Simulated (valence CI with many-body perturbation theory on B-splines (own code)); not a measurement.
Energy levels of As

Method: valence CI with perturbative core correlation (CI+MBPT): five valence electrons over a frozen Dirac-Fock core [Ar] 3d10, radial functions for each j: 9 s, 9 p, 8 d, 6 f, 3 g, 1 h, with the one-electron correlation potential Σ1 (screened to all orders), the two-electron term Σ2, the three-electron term Σ3, Breit, model QED; selected single and double excitations, second order for the rest, scaled by the run's own slope (own B-spline code, finite nucleus).

Against 11 measured levels this calculation errs by 83 cm⁻¹ on average and by 124 at most. These come from a selection out of the NIST Handbook of Basic Atomic Spectroscopic Data. Levels without a partner in it may be off by more. Among the levels kept, up to 2200 cm⁻¹ of a level comes from second order outside the variational space, and about a tenth of that is noise between levels of different J, which matters for small intervals.

Levels 1 to 40 of 40, with energies above the lowest level, 4s²4p³ ⁴S°_3/2. "Leading %" is the weight of the configuration and term that name the level; weights of strongly mixed levels are sums over their largest components and can fall short, so below about 35 % the name and the second component can differ from the true leading terms, or belong to a minority configuration. In the jj column 3d3/2^4 stands for four electrons in 3d with j = 3/2. Lifetimes count E1, E2, E3, M1 and M2 decay at the calculated energies, and are blank where another channel may lead or the interval is too uncertain; long ones can be off by a factor of two.

```tsv
No.	Configuration	Term	J	E (eV)	Leading %	Lifetime	Second component	Leading jj
1	4s²4p³	⁴S°	3/2	0.0000	94			4s^2 4p1/2 4p3/2^2 (51 %)
2	4s²4p³	²D°	3/2	1.319	91	18.1 s		4s^2 4p1/2 4p3/2^2 (42 %)
3	4s²4p³	²D°	5/2	1.364	94	208 s		4s^2 4p1/2 4p3/2^2 (94 %)
4	4s²4p³	²P°	1/2	2.266	93	990 ms		4s^2 4p1/2 4p3/2^2 (93 %)
5	4s²4p³	²P°	3/2	2.319	89	436 ms		4s^2 4p3/2^3 (63 %)
6	4s²4p²5s	⁴P	1/2	6.270	87	5.02 ns		4s^2 4p1/2^2 5s (58 %)
7	4s²4p²5s	⁴P	3/2	6.388	88	4.91 ns		4s^2 4p1/2 4p3/2 5s (88 %)
8	4s²4p²5s	⁴P	5/2	6.545	89	4.80 ns		4s^2 4p3/2^2 5s (48 %)
9	4s²4p²5s	²P	1/2	6.573	85	2.89 ns		4s^2 4p1/2 4p3/2 5s (75 %)
10	4s²4p²5s	²P	3/2	6.760	83	2.89 ns		4s^2 4p1/2 4p3/2 5s (48 %)
11	4s²4p²5p	²S°	1/2	7.435	50	59.8 ns	25 % 4s²4p²5p ⁴D°	4s^2 4p1/2^2 5p1/2 (52 %)
12	4s²4p²5p	⁴D°	1/2	7.515	61	50.3 ns	29 % 4s²4p²5p ²S°	4s^2 4p1/2 4p3/2 5p1/2 (49 %)
13	4s²4p²5p	⁴D°	3/2	7.527	68	39.1 ns	14 % 4s²4p²5p ⁴P°	4s^2 4p1/2^2 5p3/2 (50 %)
14	4s²4p²5s	²D	5/2	7.531	88	3.72 ns		4s^2 4p1/2 4p3/2 5s (48 %)
15	4s²4p²5s	²D	3/2	7.538	87	3.84 ns		4s^2 4p3/2^2 5s (45 %)
16	4s²4p²5p	⁴D°	5/2	7.630	75	39.3 ns	12 % 4s²4p²5p ⁴P°	4s^2 4p1/2 4p3/2 5p3/2 (83 %)
17	4s²4p²5p	⁴P°	3/2	7.672	31	35.3 ns	26 % 4s²4p²5p ⁴S°	4s^2 4p1/2 4p3/2 5p1/2 (48 %)
18	4s²4p²5p	⁴P°	1/2	7.713	81	37.2 ns	5 % 4s²4p²5p ²P°	4s^2 4p1/2 4p3/2 5p3/2 (49 %)
19	4s²4p²5p	²D°	3/2	7.738	72	41.6 ns	10 % 4s²4p²5p ⁴S°	4s^2 4p1/2 4p3/2 5p3/2 (73 %)
20	4s²4p²5p	⁴D°	7/2	7.770	89	39.4 ns		4s^2 4p3/2^2 5p3/2 (48 %)
21	4s²4p²4d	⁴P	5/2	7.780	59	4.83 ns	24 % 4s4p⁴ ⁴P	4s^2 4p1/2 4p3/2 4d5/2 (30 %)
22	4s²4p²5p	⁴P°	5/2	7.829	55	38.4 ns	20 % 4s²4p²5p ²D°	4s^2 4p3/2^2 5p1/2 (35 %)
23	4s²4p²5p	⁴S°	3/2	7.871	50	30.4 ns	37 % 4s²4p²5p ⁴P°	4s^2 4p3/2^2 5p1/2 (36 %)
24	4s²4p²4d	⁴P	3/2	7.877	44	5.80 ns	16 % 4s4p⁴ ⁴P	4s^2 4p1/2^2 4d3/2 (29 %)
25	4s²4p²4d	⁴P	1/2	7.935	57	5.03 ns	27 % 4s4p⁴ ⁴P	4s^2 4p1/2 4p3/2 4d3/2 (33 %)
26	4s²4p²4d	⁴F	3/2	7.935	64	16.7 ns	15 % 4s²4p²4d ⁴P	4s^2 4p1/2 4p3/2 4d3/2 (33 %)
27	4s²4p²5p	²D°	5/2	7.939	67	39.7 ns	22 % 4s²4p²5p ⁴P°	4s^2 4p3/2^2 5p3/2 (49 %)
28	4s²4p²5p	²P°	1/2	7.955	78	43.7 ns	6 % 4s²4p²5p ²S°	4s^2 4p1/2 4p3/2 5p3/2 (45 %)
29	4s²4p²4d	⁴F	5/2	7.974	75	42.8 ns	7 % 4s²4p²4d ⁴D	4s^2 4p1/2 4p3/2 4d3/2 (38 %)
30	4s²4p²5p	²P°	3/2	8.004	82	43.3 ns		4s^2 4p1/2 4p3/2 5p3/2 (41 %)
31	4s²4p²4d	²P	3/2	8.040	68	9.90 ns	9 % 4s²4p²4d ⁴F	4s^2 4p1/2 4p3/2 4d5/2 (36 %)
32	4s²4p²4d	⁴F	7/2	8.042	74	66.0 ns	12 % 4s²4p²4d ⁴D	4s^2 4p1/2 4p3/2 4d5/2 (78 %)
33	4s²4p²4d	²P	1/2	8.107	51	13.9 ns	30 % 4s²4p²4d ⁴D	4s^2 4p1/2 4p3/2 4d3/2 (56 %)
34	4s²4p²4d	⁴F	9/2	8.163	87	688 ns		4s^2 4p3/2^2 4d5/2 (49 %)
35	4s²4p²4d	²F	5/2	8.173	73	5.66 ns	8 % 4s²4p²4d ⁴F	4s^2 4p1/2 4p3/2 4d3/2 (48 %)
36	4s²4p²4d	⁴D	1/2	8.238	46	32.5 ns	16 % 4s²4p²6s ⁴P	4s^2 4p1/2 4p3/2 4d3/2 (23 %)
37	4s²4p²4d	⁴D	3/2	8.242	80	49.5 ns		4s^2 4p1/2 4p3/2 4d3/2 (32 %)
38	4s²4p²4d	⁴D	5/2	8.265	72	23.4 ns	10 % 4s²4p²4d ²F	4s^2 4p1/2 4p3/2 4d5/2 (41 %)
39	4s²4p²4d	⁴D	7/2	8.269	58	55.6 ns	18 % 4s²4p²4d ²F	4s^2 4p1/2 4p3/2 4d5/2 (28 %)
40	4s²4p²6s	⁴P	1/2	8.277	61	12.7 ns	14 % 4s²4p²4d ²P	4s^2 4p1/2^2 6s (42 %)
```

Names give the largest LS component (configuration and term), which can be under half, so a name can repeat, a term be missing and a line seem to break the LS rules; names also repeat where a configuration has a term twice.

The ionisation energy to 4s²4p² ³P0 of the next ion comes out as 9.7529 eV (NIST: 9.78855 eV (measured), further off than twice its uncertainty). All 40 levels together are meant to be complete up to 8.361 eV.
